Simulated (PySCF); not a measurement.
C₃H₈GeO, SMILES C/C=C/[O][GeH3]. Atoms are numbered in the order given.

```xyz
13

C      3.5294    -0.7138     0.5103
C      2.3707     0.1676     0.1533
C      1.1263    -0.2807    -0.0500
O      0.0994     0.5279    -0.4265
Ge    -1.6181     0.1140    -0.0691
H      3.9915    -0.4112     1.4668
H      3.2230    -1.7679     0.6059
H      4.3281    -0.6668    -0.2513
H      2.5480     1.2427     0.0383
H      0.8906    -1.3527     0.0507
H     -1.8790     0.2959     1.4407
H     -1.8517    -1.3532    -0.4896
H     -2.4244     1.1041    -0.9184
```

Coordinates come from a B3LYP-D3(BJ)/def2-SVP optimisation. The structure was generated by enumeration; whether it is a known compound was not checked. One conformer was computed; it need not be the lowest.

Method: TDA-PBE/def2-SVPD (PySCF).

Vertical excitations. Isolated molecule, no solvent.

```csv
state,energy (eV),λ (nm),f,main pairs
S1,4.25,292,0.007,HOMO→LUMO 99 %
S2,4.71,263,0.016,"HOMO→LUMO+1 83 %, HOMO→LUMO+2 17 %"
S3,5.53,224,0.043,"HOMO→LUMO+3 47 %, HOMO→LUMO+2 29 %, HOMO→LUMO+5 18 %"
S4,5.70,217,0.004,HOMO→LUMO+4 77 %
S5,5.75,216,0.078,"HOMO→LUMO+3 40 %, HOMO→LUMO+5 24 %, HOMO→LUMO+4 22 %, HOMO→LUMO+2 9 %"
S6,6.25,198,0.003,HOMO→LUMO+6 90 %
S7,6.54,189,0.046,HOMO−1→LUMO 94 %
S8,6.73,184,0.021,HOMO→LUMO+7 92 %
S9,6.83,181,0.174,"HOMO→LUMO+5 22 %, HOMO−1→LUMO+2 21 %, HOMO−1→LUMO+1 15 %, HOMO→LUMO+2 15 %"
S10,6.90,180,0.158,HOMO−1→LUMO+1 79 %
T1,4.03,308,0,"HOMO→LUMO+2 41 %, HOMO→LUMO 34 %, HOMO→LUMO+1 21 %"
T2,4.13,300,0,"HOMO→LUMO 66 %, HOMO→LUMO+2 23 %, HOMO→LUMO+1 10 %"
T3,4.66,266,0,"HOMO→LUMO+1 68 %, HOMO→LUMO+2 31 %"
T4,5.55,223,0,HOMO→LUMO+3 97 %
```
Triplets are in the Tamm–Dancoff approximation.
